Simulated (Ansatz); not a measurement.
Molecule: methyl-bis(sulfanyl)borane, CH5BS2, charge 0, multiplicity 1. SMILES: CB(S)S
Geometry: optimised at B3LYP-D3(BJ)/def2-TZVP (Ansatz, a quantum-chemistry and plane-wave program).

B3LYP/6-31G* beside other levels, property by property. Terms: non-relativistic; 6-31G* and kin with 6d, 5d where marked; no dispersion term unless named; frozen cores in correlated levels; spin-orbit terms left out; UHF or UKS for open shells; atomisation electronic, to ground-state atoms. Basis-set limits of correlation are two-point, X^-3; Hartree-Fock from the larger set. First-principles rows: single points at B3LYP-D3(BJ) geometries (Ansatz), with unscaled harmonic terms from B3LYP/6-31G* (Ansatz) at its own minima, enthalpies of formation by atomisation with measured atoms.

Coupled cluster (Ansatz) is a level with limits of its own, used here on species with T1 under 0.025 (0.045 for open shells) and stable references: CCSD(T)/CBS(aug-cc-pV(T+d)Z,aug-cc-pV(Q+d)Z).

```json
[
 {"property": "enthalpy of formation at 298 K (kcal/mol)", "B3LYP/6-31G* (Ansatz)": "-24.2", "r2SCAN-D4/def2-TZVPD (Ansatz + dftd4)": "-45.0", "B3LYP/def2-TZVPD (Ansatz)": "-29.2", "wB97M-V/def2-TZVPD (Ansatz)": "-42.8", "to compare with": "-36.4 coupled cluster"},
 {"property": "C-H bond dissociation enthalpy at 298 K, to [CH2]B(S)S + H atom (kcal/mol)", "B3LYP/6-31G* (Ansatz)": "93.9", "r2SCAN-D4/def2-TZVPD (Ansatz + dftd4)": "91.1", "B3LYP/def2-TZVPD (Ansatz)": "93.0", "wB97M-V/def2-TZVPD (Ansatz)": "95.8", "to compare with": "96.6 coupled cluster"},
 {"property": "atomisation energy (kcal/mol)", "B3LYP/6-31G* (Ansatz)": "754.9", "r2SCAN-D4/def2-TZVPD (Ansatz + dftd4)": "775.7", "B3LYP/def2-TZVPD (Ansatz)": "759.8", "wB97M-V/def2-TZVPD (Ansatz)": "773.4", "to compare with": "767.0 coupled cluster"}
]
```

As the rows show:
- enthalpy of formation at 298 K: B3LYP/6-31G* lies 12.2 kcal/mol above coupled cluster.
- C-H bond dissociation enthalpy at 298 K, to [CH2]B(S)S + H atom: B3LYP/6-31G* lies 2.7 kcal/mol below coupled cluster.
- atomisation energy: B3LYP/6-31G* lies 12.1 kcal/mol below coupled cluster.

The properties are those with a value to compare with, at most eight drawn at random. No case is left out for the size of its miss. Left out are saddle points of the reference geometry, anions that the best level run finds unbound, excited spin states, species near biochemistry, 298 K rows of species without real B3LYP wavenumbers, cases with under five habitual levels, runs that failed or that the program found above a lower state of the same kind, table entries that another table contradicts, and a share of species set aside by lot.
